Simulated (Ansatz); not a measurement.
Input file for Ansatz (a first-principles code): R-B2PLYP/def2-TZVPPD on GeH4 (SMILES [GeH4]). Files ending in .json are basis or fitting sets from the Basis Set Exchange. The run froze 14 orbitals, filled d shells among them.

Ansatz 0.2 input:
```yaml
crystal:
  periodic: [false, false, false]
  atoms:
    - {symbol: Ge, position_ang: [0.01233141, 0.13777355, 0.04474913]}
    - {symbol: H, position_ang: [-1.31819227, 0.71739864, -0.45656267]}
    - {symbol: H, position_ang: [0.68985238, 1.14778768, 0.98215662]}
    - {symbol: H, position_ang: [0.93404062, -0.14895454, -1.15010930]}
    - {symbol: H, position_ang: [-0.25299990, -1.16594684, 0.81128662]}
basis:
  gaussian:
    orbitals: def2-TZVPPD.json
hamiltonian:
  xc: {name: B2PLYP}
magnetization: {spin_polarized: false}
correlation: {electrons: outside_noble_gas}
scf: {lower_state_search: off}
```

The log:

```
WARN ansatz: RAYON_NUM_THREADS=1 ignored (pool sized by the plan → 1); use --threads N
Functional definition: B2PLYP
these checks for a lower state are left out or cut short: stability, starts, cluster_reference, orbital_swaps, neighbouring_geometries, increment
integrals: 0.09 GiB planned
694 factors; integrals over basis functions are off by at most 4.4e-4 eV
mean field: 0.39 GiB planned
mean field evaluation 1: about -56570.1509 eV, gradient 1.1e1 eV
mean field evaluation 2: about -56570.1684 eV, gradient 1.1e1 eV
mean field evaluation 4: about -56570.3116 eV, gradient 1.1e0 eV
mean field evaluation 8: about -56570.3132 eV, gradient 2.6e-3 eV
mean field -56570.31315899 eV, -2078.9206638574 hartree, gradient 2.8e-6 eV, S^2 0.000000; 0 other end points of the search recorded, 0 dependent functions left out
14 core orbitals not correlated
reference -56570.31329294 eV, -2078.9206687798 hartree; 4, 4 occupied and 104, 104 virtual orbitals, 694 factors
second order -4.64567549 eV of doubles, -0.00000000 eV of singles
Total energy: -56571.56762532 eV, -2078.9667646447 hartree
Checks for a lower state left out: stability, starts, cluster_reference, orbital_swaps, neighbouring_geometries, increment
```

The calculation finished and met its thresholds.

Cost: very roughly 1.1 core-seconds.
